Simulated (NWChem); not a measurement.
Molecule: C2H4F2Si; SMILES FC(F)=C[SiH3]

All runs: NWChem. Pople sets run with spherical d functions. The geometry was optimised at B3LYP/6-31G* (spherical d). Level: B3LYP/6-31G* with SMD (1 M gas to 1 M solution), gas-phase geometry. Reactions with the solvent are ignored.

For solvent water:

```
Quantity                                     Value
-------------------------------------------  -----
solvation free energy (kcal/mol)               3.6
cavity-dispersion-structure term (kcal/mol)    4.9
dipole in solution (D)                        1.01
```

Question: Estimate the same quantities for solvent toluene.

Answer: 
| Property | Value |
|---|---|
| solvation free energy (kcal/mol) | 0.0 |
| cavity-dispersion-structure term (kcal/mol) | 0.7 |
| dipole in solution (D) | 0.88 |
